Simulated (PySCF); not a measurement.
## Working out the electron affinity of Re

Re⁻ [Xe] 4f14 5d6 6s2 (5D) → Re [Xe] 4f14 5d5 6s2 (6S). Computed with PySCF 2.14 in def2-TZVPPD with the def2 core potential (60 electrons), with a scalar-relativistic core potential. Frozen: 5s2 5p6. Energies in hartree (1 hartree = 27.21139 eV):

```tsv
part	Re⁻ (lower)	Re (upper)
UHF	-77.450032	-77.534572
CCSD correlation	-0.185168	-0.132573
(T)	-0.011150	-0.005502
```

**Question.** What does Hartree-Fock give?

**Answer.** (-77.534572) − (-77.450032) = -0.084540 hartree = -2.300 eV.

**Question.** What do CCSD and CCSD(T) give?

**Answer.** The CCSD correlation energies differ by 0.052595 hartree = 1.431 eV and the triples by 0.005648 hartree = 0.154 eV, so CCSD gives -0.869 eV and CCSD(T) -0.715 eV.

Reference: 0.060 eV (measured; photodetachment measurements, as compiled on the Wikipedia data page of electron affinities), between the lowest levels; spin-orbit coupling is absent from the calculation.

What remains against the reference includes basis incompleteness, the frozen core and higher excitations.
